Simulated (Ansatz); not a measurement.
Basis-set extrapolation for CBF2NO (`O=C=NB(F)F`) (PBE0-D4/def2-TZVP geometry, frozen core, the Gaussian-basis code of Ansatz). Multiplicity 1, RHF reference.

```
                      def2-TZVPP   def2-QZVPP
                 HF  -391.096969  -391.113957
    MP2 correlation    -1.141467    -1.237245
CCSD(T) correlation    -1.182886      not run
```

Energies in hartree. Use E(X) = E(∞) + A·exp(−7.88·√X) for Hartree–Fock and E(X) = E(∞) + B·X^(−2.97) for correlation, with X = 3 and 4, and add CCSD(T) minus MP2 of the smaller set to the MP2 limit.

Q: What is the CCSD(T) energy at the basis-set limit?

A: HF limit: -391.113957 + (-0.016988) × 0.13774 = -391.11630. MP2 limit: -1.237245 + (-0.095778) × 0.74074 = -1.30819. Higher-order term: -1.182886 − (-1.141467) = -0.04142. Total: -392.46591 hartree, 5.06 eV below CCSD(T)/def2-TZVPP.
